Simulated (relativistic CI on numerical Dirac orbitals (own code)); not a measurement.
Computed by Dirac-Coulomb-Breit CI, KLI orbitals optimised for each configuration, model QED (radiative potential, 1s self-energy scaled to tabulated hydrogen-like ionisation energies), unscaled Slater integrals (own radial code, finite nucleus).

Configuration list (outside the closed core [Ne]): 3s2.3p6.3d9, 3s2.3p5.3d10, 3s.3p6.3d10, 3s2.3p6.3d8.4s, 3s2.3p6.3d8.4p, 3s2.3p6.3d8.4d, 3s2.3p4.3d10.4s, 3s2.3p4.3d10.4p, 3s2.3p5.3d9.4s, 3s2.3p6.3d8.4f, 3s2.3p4.3d10.4d, 3s2.3p5.3d9.4p, 3s.3p5.3d10.4s, 3s2.3p6.3d7.4s2, 3s.3p5.3d10.4p, 3s2.3p5.3d9.4d, 3s2.3p6.3d7.4s.4p, 3s.3p6.3d9.4s, 3s.3p5.3d10.4d, 3p6.3d10.4s, 3s2.3p6.3d8.5s, 3s2.3p6.3d7.4p2, 3s2.3p5.3d9.4f, 3s2.3p6.3d7.4s.4d, 3s2.3p6.3d8.5p, 3s.3p6.3d9.4p, 3p6.3d10.4p, 3s2.3p6.3d8.5d, 3s2.3p6.3d7.4p.4d, 3s2.3p5.3d8.4s2, 3s2.3p6.3d8.5f, 3p6.3d10.4d, 3s.3p6.3d9.4d, 3s2.3p6.3d8.5g, 3s2.3p5.3d8.4s.4p, 3s2.3p6.3d7.4d2. Levels of other configurations are missing.

At this charge energies of transitions that change n are usually good to better than 1 %, and those within a shell (Δn = 0) to a few per cent.

Outline of the computed level scheme of Dy XL. Lowest level of each configuration: 3s2.3p6.3d9 2D_5/2 at 0.00 eV; 3s2.3p5.3d10 2P°_3/2 at 364.96 eV; 3s.3p6.3d10 2S_1/2 at 737.54 eV; 3s2.3p6.3d8.4s 4F_9/2 at 1167.21 eV; 3s2.3p6.3d8.4p 4D°_7/2 at 1244.80 eV.

Some strong electric-dipole decays among the lowest 45 levels: 3s2.3p6.3d8.4p 2P°_3/2 → 3s2.3p6.3d9 2D_5/2 (5.4e+12 s⁻¹); 3s2.3p6.3d8.4p 2D°_5/2 → 3s2.3p6.3d9 2D_5/2 (4.4e+12 s⁻¹); 3s2.3p6.3d8.4p 2D°_5/2 → 3s2.3p6.3d9 2D_5/2 (4.3e+12 s⁻¹); 3s2.3p6.3d8.4p 4F°_3/2 → 3s2.3p6.3d9 2D_3/2 (4.1e+12 s⁻¹); 3s2.3p6.3d8.4p 2F°_7/2 → 3s2.3p6.3d9 2D_5/2 (3.8e+12 s⁻¹); 3s2.3p6.3d8.4p 2F°_7/2 → 3s2.3p6.3d9 2D_5/2 (3.1e+12 s⁻¹); 3s2.3p5.3d10 2P°_1/2 → 3s2.3p6.3d9 2D_3/2 (3.1e+12 s⁻¹); 3s2.3p6.3d8.4p 4D°_3/2 → 3s2.3p6.3d9 2D_5/2 (2.5e+12 s⁻¹).

LS names give the leading component of a level, which can be under half, so a name can repeat, a term be missing and a line seem to break the LS rules.
